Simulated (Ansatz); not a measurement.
Species: Cr, charge 1, sextet.

Total energies in aug-cc-pwCVTZ-DK, 13 correlated electrons, 5 frozen orbitals. Open shells are spin-unrestricted; no spin-orbit coupling. The -DK rows use spin-free X2C, correlate 3s3p of the metal (1s2s2p frozen) and give its partners the cc-pVXZ-DK valence sets. Open-shell metal atoms are single determinants, not pure terms.

```csv
method,program,energy (Eh),minus CCSDT(Q) (mEh)
HF,Ansatz,-1049.43743,489.64
MP2,Ansatz,-1049.92281,4.25
CCSD,Ansatz,-1049.91483,12.24
CCSD(T),Ansatz,-1049.92698,0.09
CCSDT(Q),Ansatz,-1049.92707,0.00
```

Ansatz is a first-principles code.
